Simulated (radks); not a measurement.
All-electron atom: Cs III in [Kr] 4d9.75 5s2 5p5 6s0.25 (fractional occupations, a model configuration). Method: scalar-relativistic Kohn-Sham, revPBE, spin-polarised, spherical densities, finite nucleus; open shells are filled with parallel spins first (spin-orbit coupling, left out, can overturn this in heavy ions); Fermi nuclear charge, rms radius 4.8041 fm; computed with a radial shooting solver on a logarithmic mesh with Libxc functionals.

Normalised radial functions P(r) = r R(r), r in bohr:

r,4d down,5p up
0.001671,0.0000,0.0013
0.002637,0.0001,0.0029
0.004161,0.0002,0.0065
0.006512,0.0007,0.0140
0.01027,0.0025,0.0297
0.01621,0.0085,0.0596
0.02558,0.0276,0.1088
0.04035,0.0821,0.1672
0.06367,0.2131,0.1832
0.1005,0.4472,0.0635
0.1572,0.6614,-0.1821
0.2481,0.4827,-0.2495
0.3914,-0.3481,0.1510
0.6175,-1.1506,0.4111
0.9743,-0.9977,-0.1726
1.537,-0.3639,-0.8015
2.425,-0.0498,-0.6203
3.796,-0.0018,-0.1706
5.989,0.0000,-0.0129
9.449,0.0000,-0.0001

4d down: eigenvalue -94.090 eV, 1 radial node at r = 0.333 bohr, <r> = 0.831 bohr, 90 % of the charge inside 1.25 bohr. 5p up: eigenvalue -30.535 eV, 3 radial nodes at r = 0.114, 0.342, 0.885 bohr, <r> = 1.95 bohr, 90 % of the charge inside 2.84 bohr.
